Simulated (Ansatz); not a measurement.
`NBC1BC1`, relaxed with RKS PBE-D4/def2-SVP in the Gaussian-basis code of Ansatz from a rough embedded geometry. The force threshold is 0.03 eV/Å; the program also tests the step.

Total charge 0; spin multiplicity 1.

Start:

```xyz
12

N     0.541   -1.839   -1.128
B    -0.410   -0.733   -0.890
C     0.083    0.603   -0.224
B    -1.064    1.446    0.667
C     0.236    0.597    1.232
H     0.913   -2.158   -0.120
H     1.379   -1.484   -1.612
H    -1.507   -0.766   -1.327
H     0.816    1.328   -0.784
H    -2.011    2.016    0.775
H     0.003   -0.335    1.762
H     1.021    1.324    1.649
```

(1) By how much does the energy fall, and how many steps does the optimiser take? (An estimate is asked.)

(2) Which bonds change most? (An estimate is asked.)

(3) Give the relaxed structure. (Best estimate.)

## Answers

(1) The calculation gave: 252.36 kJ/mol, in 18 steps, 1 of them rejected.

(2) Computed: C3–B4 from 1.679 to 1.544 Å; B4–C5 from 1.652 to 1.524 Å; C3–C5 from 1.463 to 1.566 Å; N1–H6 from 1.120 to 1.019 Å.

(3) The calculation gave: 
```xyz
12

N     0.534   -1.562   -1.516
B    -0.085   -0.937   -0.420
C     0.299    0.493    0.062
B    -0.878    1.446    0.357
C    -0.066    0.907    1.528
H     0.264   -2.486   -1.849
H     1.287   -1.137   -2.058
H    -0.974   -1.557    0.148
H     1.189    0.958   -0.407
H    -1.734    2.169   -0.089
H    -0.444    0.103    2.184
H     0.608    1.603    2.059
```
